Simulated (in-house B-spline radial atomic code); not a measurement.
**RPA and G0W0 on SCAN: Pb⁴⁺**

Configuration [Xe] 4f14 5d10, mean-field start SCAN. Computed with a B-spline radial code for spherical atoms: all electrons, scalar-relativistic (spin-free one-electron X2C), finite nucleus, each spin shell either full or empty, empty states to l = 9 with an (l + 1/2)⁻⁴ tail; G0W0 by contour deformation at full frequency.

Without the two-electron picture change, the correlation of inner shells comes somewhat too large for so heavy an element.

Command:
```bash
python run_gw.py task.json out
```
Settings (radii: box in bohr, nucleus in fm):
```
Z                        82
electrons                78
configuration            [Xe] 4f14 5d10
hamiltonian              x2c
method                   scan,scan
lmax                     9
rms_radius               5.5012
spin_polarised           False
box_radius               11.96
intervals                67
```

Time taken, with all properties: 7 s on 1 thread of Arm Neoverse N1, on a shared host.

Energies (hartree):

```tsv
term	value
mean-field total	-20883.61386
Hartree-Fock functional on these orbitals	-20876.78930
direct second order	-7.9251
second-order exchange	1.9591
SOSEX correction	1.8543
```

**Question.** What is the RPA correlation energy, and what remains with SOSEX?

**Answer.** RPA gives -7.0135 hartree (-2.45 eV per electron); RPA + SOSEX gives -5.1593, and the second-order doubles -5.966 hartree (no singles). SOSEX takes back 26 % of the RPA value.

Quasi-particle levels (eV):

```
level  occupied  mean field  Σx - vxc     Σc  QP weight    G0W0
   5d       yes      -62.02     -7.74      ?          ?       ?
   6s        no      -47.21      7.12  -2.49      0.969  -42.59
```

G0W0 = mean field + (Σx - vxc) + Σc, with Σc (partial-wave tail included) taken at the quasi-particle energy. Only the outer levels were computed. Levels of low weight are left out.

**Question.** Where does G0W0 put 5d?

**Answer.** At -69.90 eV, with Σc = -0.14 eV and a quasi-particle weight of 0.941. The tabulated removal energy is 68.8 ± 0.5 eV (NIST, semi-empirical); the calculation leaves out spin-orbit coupling, Breit and QED terms, and what these don't explain is the method's own error.
